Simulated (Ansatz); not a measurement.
BClH5NSi (`B[SiH](N)Cl`), 9 atoms. Charge 0, multiplicity 1. All runs use 2 threads of an AMD EPYC 9B14 on a shared host. Correlated methods freeze the cores.

(1) Give the basis size and wall time and peak host memory of each of these runs in Ansatz. RKS PBE0-D4/def2-TZVP relaxation (13 steps); direct RPA on PBE orbitals/def2-TZVPP energy; RKS r2SCAN-D4/def2-TZVPP energy and forces; RKS ωB97M-V/def2-QZVPP energy; RHF-CCSD(T)/def2-SVP energy; RKS ωB97M-V/def2-SVP energy; RHF-CCSD(T)/def2-TZVPP energy; RKS ωB97X-V/def2-TZVPP energy; RKS PBE0-D4/def2-TZVP frequencies; RKS PBE0-D4/def2-QZVPP energy; RKS ωB97M-V/def2-TZVPP energy and forces; RKS PBE0-D4/def2-SVP energy. (Best estimate.)

Results:

(1) Computed: Other jobs shared the machine, so times are rough.

```tsv
level	job	functions	wall time	peak host memory (GiB)
RKS PBE0-D4/def2-SVP	energy	89	1 s	0.18
RHF-CCSD(T)/def2-SVP	energy	89	2.2 s	0.3
RKS ωB97M-V/def2-SVP	energy	89	3.7 s	0.26
RKS r2SCAN-D4/def2-TZVPP	energy and forces	216	4 s	0.3
direct RPA on PBE orbitals/def2-TZVPP	energy	216	4.5 s	0.49
RKS ωB97X-V/def2-TZVPP	energy	216	6.5 s	0.58
RKS PBE0-D4/def2-QZVPP	energy	404	7 s	1.1
RKS ωB97M-V/def2-TZVPP	energy and forces	216	9 s	0.7
RKS ωB97M-V/def2-QZVPP	energy	404	15 s	1.4
RKS PBE0-D4/def2-TZVP	relaxation (13 steps)	166	35 s	0.38
RHF-CCSD(T)/def2-TZVPP	energy	216	52 s	3
RKS PBE0-D4/def2-TZVP	frequencies	166	88 s	0.38
```
